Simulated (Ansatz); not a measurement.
Cartesian coordinates in Å:
```
N 0.437 -0.965 -1.153
P -0.556 -1.527 0.244
Si -0.573 0.545 1.243
N 0.400 1.464 0.183
Si 0.225 1.060 -1.541
H 1.427 -1.137 -1.013
H 0.162 -1.475 -1.988
H 0.515 -2.046 1.024
H -0.036 0.438 2.632
H 1.262 1.880 0.496
H -1.983 0.998 1.306
H -1.281 0.764 -1.432
```

Charge 0, multiplicity 1. The bonds changed during the relaxation, so this is another structure than the one it started from.

Question: List the r2SCAN/def2-TZVPP orbital energies in eV (the Gaussian-basis code of Ansatz). (Best estimate.)

Answer: The calculation gave: Occupied: -2089.14, -1791.28, -1790.44, -387.21, -384.65, -176.52, -141.68, -140.75, -126.08, -125.96, -125.87, -96.57, -96.54, -96.50, -95.70, -95.60, -95.51, -24.41, -21.77, -16.59, -14.11, -13.61, -13.15, -11.50, -10.94, -9.71, -8.96, -8.59, -7.98, -6.88, -6.30, -4.73. Lowest empty: -1.74, -0.30, -0.08, 0.31, 0.45, 0.86, 1.54, 1.64.
